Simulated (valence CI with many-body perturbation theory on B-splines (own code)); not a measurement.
Values are calculated unless marked as measured or tabulated.
## Run record, Sm XXXI

Level of theory: configuration interaction combined with many-body perturbation theory (CI+MBPT): four valence electrons over a frozen Dirac-Fock core [Ar] 3d10, a basis of 6 s, 6 p, 5 d, 3 f, 1 g functions for each j, with the one-electron correlation potential Σ1 (screened to all orders), the two-electron term Σ2, the three-electron term Σ3, Breit, model QED; selected single and double excitations, second order for the rest, scaled by the run's own slope (own B-spline code, finite nucleus).

Command, and the settings that its task file holds:

```sh
python run_cv.py task.json out
```

```
atom Sm  Z=62  mass_number=152  rms_radius_fm=5.0819
core [Ar] 3d10
valence 4s2 4p2
avg = 1
basis = S
breit = 1
cap = 10000
capref = 1200
cscale = 1
de = 0.0
dress = 0
eps = 2e-08
extrap = 1
h = 0.27
hh = 1
l2 = 3
lcore = 6
maxit = 60
n2 = 5
natural = 1
nlev = 21
nno = [3, 3, 3, 2, 1]
nroot = 26
nsp = [3, 3, 2, 1, 0]
pt2 = 1
qed = 1
rpa = 1
s1 = 1
s2 = -1
s3 = 1
screen = 1
tol = 2e-05
whole = 1
```

It took 30 s on 1 thread of Arm Neoverse V1, with other jobs on the host.

Log. The first blocks belong to the next ion, which gives the ionisation energy. Fields: 2J, parity (1 odd), roots, reference size, generating configurations, candidates as configurations/state functions, variational space P, stored matrix elements, Davidson steps; e2 is the range of second-order energies in hartree. The first line gives the box (bohr), its intervals, the orbitals and the steps of their self-consistent field. Window is the range of levels sought, series limit the energy at which the first omitted orbital would enter, core excitation an estimate of the first excitation out of the core, left out the lowest levels not solved, and shifts from estimates the range by which levels moved from their first estimate, all in cm⁻¹.

```
rmax 3.7 intervals 58 orbitals 36 references ['4s2 4p2', '4s 4p3', '4s2 4p 4d', '4p4', '4s 4p2 4d'] scf 4 t 1.0
2J=1 par=1 roots 2 ref 23 generators 7 cand 1131/1688 P 681/999 nnz 0 it 0
2J=1 par=1 roots 2 ref 23 generators 11 cand 689/1048 P 885/1318 nnz 0 it 5
   second order: generators 19 cand 1078/1573 e2 -0.00001 -0.00000
reference levels 428, estimated 63, window 1556902 1/cm; series limit 5015294, core excitation 7741776
2J=0 par=0 roots 3 ref 22 generators 13 cand 1766/3195 P 1745/2659 nnz 6.2e+05 it 3
2J=0 par=0 roots 3 ref 22 generators 19 cand 3393/6412 P 2230/3573 nnz 1e+06 it 4
   second order: generators 29 cand 3825/7648 e2 -0.00002 -0.00001
2J=2 par=0 roots 2 ref 35 generators 8 cand 3320/14349 P 1116/3547 nnz 1.5e+06 it 4
2J=2 par=0 roots 2 ref 35 generators 13 cand 3764/16550 P 1733/5851 nnz 3.5e+06 it 5
   second order: generators 25 cand 4497/21604 e2 -0.00003 -0.00002
2J=4 par=0 roots 3 ref 55 generators 12 cand 3084/17069 P 1147/3576 nnz 1.5e+06 it 4
2J=4 par=0 roots 3 ref 55 generators 24 cand 4693/30139 P 2199/8537 nnz 6.7e+06 it 6
   second order: generators 34 cand 4352/30226 e2 -0.00006 -0.00002
2J=4 par=1 roots 8 ref 57 generators 24 cand 4707/26936 P 1071/3575 nnz 1.5e+06 it 5
2J=4 par=1 roots 8 ref 57 generators 30 cand 5190/33557 P 2418/9998 nnz 8.9e+06 it 8
   second order: generators 52 cand 6194/43758 e2 -0.00008 -0.00002
2J=2 par=1 roots 7 ref 44 generators 21 cand 4461/20311 P 1248/3558 nnz 1.4e+06 it 5
2J=2 par=1 roots 7 ref 44 generators 28 cand 4821/23119 P 2888/9730 nnz 7.5e+06 it 10
   second order: generators 48 cand 5672/29983 e2 -0.00003 -0.00001
2J=6 par=1 roots 4 ref 53 generators 18 cand 4620/31133 P 1030/3571 nnz 1.6e+06 it 4
2J=6 par=1 roots 4 ref 53 generators 27 cand 5370/38765 P 2341/9998 nnz 8.9e+06 it 7
   second order: generators 42 cand 5325/40971 e2 -0.00006 -0.00002
2J=0 par=1 roots 2 ref 16 generators 9 cand 3381/6104 P 1259/2022 nnz 0 it 4
2J=0 par=1 roots 2 ref 16 generators 15 cand 3610/6837 P 1876/3038 nnz 8e+05 it 5
   second order: generators 22 cand 4803/9433 e2 -0.00002 -0.00001
2J=8 par=1 roots 1 ref 37 generators 6 cand 3111/17420 P 676/2683 nnz 1.2e+06 it 4
2J=8 par=1 roots 1 ref 37 generators 10 cand 4107/23934 P 1121/4780 nnz 2.9e+06 it 5
   second order: generators 17 cand 5280/37326 e2 -0.00005 -0.00005
left out: unestimated 2261183, estimated 1755660, shifts from estimates -21 to 21
operators 2.4
```

The Davidson iterations converged. The settings are bad on purpose, so the numbers may not be properties of the ion.

The last digits are not significant, and no measured levels were compared; by estimate large intervals hold to a few tenths of a per cent, small ones and those within an open d or f shell to about a per cent.

```yaml
Valence_energy: -188.4031 hartree
Ionisation_energy: "1181.9 eV (NIST: 1180 ± 4 eV (theoretical))"
Reference_configurations_for_the_orbitals: 4s2 4p2, 4s 4p3, 4s2 4p 4d, 4p4, 4s 4p2 4d
Radial_orbitals: 36
Box_radius: 3.697 bohr
Largest_variational_space: 9998
Lowest_levels: (4s^2 4p1/2^2) J=0 0.00, (4s^2 4p1/2 4p3/2) J=1 32.89, (4s^2 4p1/2 4p3/2) J=2 36.23, (4s^2 4p3/2^2) J=2 71.61, (4s^2 4p3/2^2) J=0 79.10, (4s 4p1/2^2 4p3/2) J=2 99.35, (4s 4p1/2^2 4p3/2) J=1 111.42, (4s 4p1/2 4p3/2^2) J=2 [a] 129.59, (4s 4p1/2 4p3/2^2) J=3 136.18, (4s^2 4p1/2 4d3/2) J=2 141.92, (4s 4p1/2 4p3/2^2) J=0 143.22, (4s 4p1/2 4p3/2^2) J=1 [a] 146.71, (4s 4p1/2 4p3/2^2) J=1 [b] 152.99, (4s 4p1/2 4p3/2^2) J=2 [b] 153.07 eV
```

Levels are named by their leading jj configuration (3d3/2^4 stands for four electrons in 3d with j = 3/2), which in mixed levels can hold well under half, so a name can repeat and another be missing. Letters in brackets count levels of one name in rising energy.
